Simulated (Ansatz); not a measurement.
Ideal-gas functions of BCl₂F (`FB(Cl)Cl`) at 298.15 K and 1 bar, from an Ansatz frequency run at PBE0-D4/def2-TZVP.

Molar mass 100.72 g/mol, point group C2v (symmetry number 2), electronic degeneracy 1, moments of inertia 71.393, 163.179, 234.572 u Å². Harmonic wavenumbers (cm⁻¹, unscaled): 265, 365, 526, 565, 1009, 1347.

Use S(trans) = R[1.5 ln M + 2.5 ln T − 1.1517]; rotational temperatures θ = 24.2544 K / I; S(rot) = R[ln(√π/σ · √(T³/θAθBθC)) + 1.5]; for each mode x = 1.438777 ν̃/T, S = R[x/(eˣ − 1) − ln(1 − e⁻ˣ)] and H = RT x/(eˣ − 1); 1 cm⁻¹ = 0.0119627 kJ/mol; R = 8.31446 J/(mol·K).

By hand: the entropy, in J/(mol·K).

Translation 166.4. Rotation: θ = 0.3397, 0.1486, 0.1034 K, giving 104.4. Vibration, mode by mode: 6.81, 4.61, 2.49, 2.15, 0.38, 0.09, in all 16.5. Electronic 0.0. Sum 287.3 J/(mol·K).

By hand: H − E and G − E in kJ/mol, counted from the electronic energy.

Zero-point energy ½ × 4077 × 0.0119627 = 24.4; thermal vibration 3.3; translation, rotation and pV give 4 RT = 9.9. H − E = 37.6 kJ/mol, and G − E = 37.6 − 298.15 × 287.3/1000 = -48.1 kJ/mol.

Vibration gives 6 % of the entropy.
